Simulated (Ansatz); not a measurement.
```yaml
crystal:
  periodic: [false, false, false]
  atoms:
    - {symbol: O, position_ang: [-1.009711, 1.073019, 0.461730]}
    - {symbol: Si, position_ang: [-0.014443, -0.036575, -0.195311]}
    - {symbol: O, position_ang: [1.461756, 0.196749, 0.467109]}
    - {symbol: O, position_ang: [-0.698082, -1.483148, 0.099458]}
    - {symbol: S, position_ang: [0.278774, 0.078080, -2.290357]}
    - {symbol: H, position_ang: [-0.731652, 1.989878, 0.451383]}
    - {symbol: H, position_ang: [2.173060, -0.370335, 0.163488]}
    - {symbol: H, position_ang: [-1.367601, -1.504968, 0.786700]}
basis:
  gaussian: {orbitals: def2-TZVP}
magnetization: {spin_polarized: false, initial_magnetization: 1}
hamiltonian: {xc: {name: wB97X}}
accuracy: high
output: {forces: true}
```

```sh
$ ansatz run in.yaml --threads 4 --pin off --events-out ev --progress --plain --max-ram 10444MiB
```

It prints (some lines left out):

```
Functional definition: wB97X
3200 factors; integrals over basis functions are off by at most 3.7e-9 eV
427 factors; integrals over basis functions are off by at most 2.3e-9 eV
mean field evaluation 1: about -24899.2729 eV, gradient 7.7e1 eV
mean field evaluation 2: about -24899.3651 eV, gradient 7.7e1 eV
mean field evaluation 4: about -24907.8760 eV, gradient 1.6e1 eV
mean field evaluation 8: about -24908.5326 eV, gradient 5.5e-1 eV
mean field evaluation 16: about -24908.5450 eV, gradient 3.7e-3 eV
mean field evaluation 32: about -24908.5450 eV, gradient 1.1e-5 eV
mean field -24908.54504796 eV, -915.3721468942 hartree, gradient 8.3e-8 eV, S^2 0.750000; 2 other end points of the search recorded, 0 dependent functions left out
reference -24908.54504499 eV, -915.3721467851 hartree; 29, 28 occupied and 156, 157 virtual orbitals, 3200 factors
Total energy: -24908.54504499 eV, -915.3721467851 hartree
Atom 0 at    -1.009711     1.073019     0.461730 Å, force     0.025955     0.093598    -0.037171 eV/Å
Atom 1 at    -0.014443    -0.036575    -0.195311 Å, force     0.025217    -0.023247    -0.020504 eV/Å
Atom 2 at     1.461756     0.196749     0.467109 Å, force     0.042200    -0.060197    -0.038413 eV/Å
Atom 3 at    -0.698082    -1.483148     0.099458 Å, force    -0.059964     0.002373     0.049792 eV/Å
Atom 4 at     0.278774     0.078080    -2.290357 Å, force    -0.018972     0.004163     0.027021 eV/Å
Atom 5 at    -0.731652     1.989878     0.451383 Å, force    -0.042291    -0.035889     0.024488 eV/Å
Atom 6 at     2.173060    -0.370335     0.163488 Å, force    -0.010350     0.047315     0.036680 eV/Å
Atom 7 at    -1.367601    -1.504968     0.786700 Å, force     0.038205    -0.028115    -0.041893 eV/Å
Dipole moment:     0.087937     0.100724     0.214572 e Å
```

It took 86 s on 4 threads of an Arm Neoverse V2 on a shared host, with 1.7 GiB of host memory at the peak.
